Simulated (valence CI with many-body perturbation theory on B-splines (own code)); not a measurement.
Forbidden lines of Pt XLVI

Computed by relativistic CI+MBPT: five valence electrons over a frozen Dirac-Fock core [Ar] 3d10, radial functions for each j: 11 s, 11 p, 10 d, 8 f, 5 g, 2 h, with the one-electron correlation potential Σ1 (screened to all orders), the two-electron term Σ2, the three-electron term Σ3, Breit, model QED; selected single and double excitations, second order for the rest, scaled by the run's own slope (own B-spline code, finite nucleus).

The last digits are not significant, and no measured levels were compared; by estimate large intervals hold to a few tenths of a per cent, small ones and those within an open d or f shell to about a per cent. Among the levels kept, up to 2200 cm⁻¹ of a level comes from second order outside the variational space, and about a tenth of that is noise between levels of different J, which matters for small intervals.

Lines 1 to 19 of 19 in falling wavelength, among levels below 642.86 eV, chosen from the decays that carry over 1 % of a level's rate. Wavelengths and rates use the calculated energies. Electric multipoles are in the length gauge with retardation, E1 and E2 with the static RPA response of the core. M1 uses the relativistic operator with retardation. Weak lines are less certain than strong ones. Lines between different terms over intervals too small for the method are left out, as are lines whose strength nearly cancels.

Levels are named by their leading jj configuration (3d3/2^4 stands for four electrons in 3d with j = 3/2), which in mixed levels can hold well under half, so a name can repeat and another be missing. Letters in brackets count levels of one name in rising energy.

| λ vac (nm) | Upper | Lower | Type | A (s⁻¹) | Branch % |
| --- | --- | --- | --- | --- | --- |
| 45.33 | (4s^2 4p1/2 4p3/2 4d5/2) J=9/2 | (4s^2 4p1/2 4p3/2 4d3/2) J=7/2 | M1 | 1.22e+05 | 27.7 |
| 13.64 | (4s^2 4p1/2 4p3/2 4d5/2) J=9/2 | (4s 4p1/2^2 4p3/2^2) J=5/2 | E2 | 7.94e+03 | 1.8 |
| 11.44 | (4s^2 4p3/2^2 4d5/2) J=9/2 | (4s^2 4p1/2 4p3/2 4d5/2) J=7/2 [b] | M1 | 4.71e+06 | 22.6 |
| 10.37 | (4s^2 4p1/2 4p3/2 4d5/2) J=9/2 | (4s^2 4p1/2^2 4d5/2) J=5/2 | E2 | 3.00e+05 | 67.8 |
| 10.35 | (4s^2 4p1/2 4p3/2^2) J=3/2 | (4s^2 4p1/2^2 4p3/2) J=3/2 | M1 | 1.69e+07 | 98.9 |
| 10.35 | (4s^2 4p1/2 4p3/2^2) J=3/2 | (4s^2 4p1/2^2 4p3/2) J=3/2 | E2 | 1.87e+05 | 1.1 |
| 10.26 | (4s^2 4p3/2^3) J=3/2 | (4s^2 4p1/2 4p3/2^2) J=1/2 | M1 | 4.25e+06 | 12.2 |
| 10.09 | (4s^2 4p3/2^2 4d5/2) J=9/2 | (4s^2 4p1/2 4p3/2 4d5/2) J=9/2 | M1 | 7.40e+06 | 35.5 |
| 10.09 | (4s^2 4p3/2^2 4d5/2) J=9/2 | (4s^2 4p1/2 4p3/2 4d5/2) J=9/2 | E2 | 3.98e+05 | 1.9 |
| 9.864 | (4s^2 4p1/2 4p3/2^2) J=5/2 | (4s^2 4p1/2^2 4p3/2) J=3/2 | M1 | 2.93e+06 | 79.7 |
| 9.864 | (4s^2 4p1/2 4p3/2^2) J=5/2 | (4s^2 4p1/2^2 4p3/2) J=3/2 | E2 | 7.49e+05 | 20.3 |
| 9.663 | (4s^2 4p3/2^3) J=3/2 | (4s^2 4p1/2 4p3/2^2) J=5/2 | M1 | 4.96e+06 | 14.3 |
| 9.663 | (4s^2 4p3/2^3) J=3/2 | (4s^2 4p1/2 4p3/2^2) J=5/2 | E2 | 1.36e+06 | 3.9 |
| 9.580 | (4s^2 4p3/2^2 4d5/2) J=9/2 | (4s^2 4p1/2 4p3/2 4d5/2) J=7/2 [a] | M1 | 6.00e+06 | 28.8 |
| 9.580 | (4s^2 4p3/2^2 4d5/2) J=9/2 | (4s^2 4p1/2 4p3/2 4d5/2) J=7/2 [a] | E2 | 3.65e+05 | 1.8 |
| 9.314 | (4s^2 4p1/2 4p3/2^2) J=1/2 | (4s^2 4p1/2^2 4p3/2) J=3/2 | M1 | 1.03e+07 | 93.6 |
| 9.314 | (4s^2 4p1/2 4p3/2^2) J=1/2 | (4s^2 4p1/2^2 4p3/2) J=3/2 | E2 | 6.99e+05 | 6.4 |
| 9.239 | (4s^2 4p3/2^3) J=3/2 | (4s^2 4p1/2 4p3/2^2) J=3/2 | M1 | 2.07e+07 | 59.7 |
| 6.359 | (4s^2 4p1/2 4p3/2 4d5/2) J=9/2 | (4s^2 4p1/2 4p3/2^2) J=5/2 | M2 | 9.88e+03 | 2.2 |
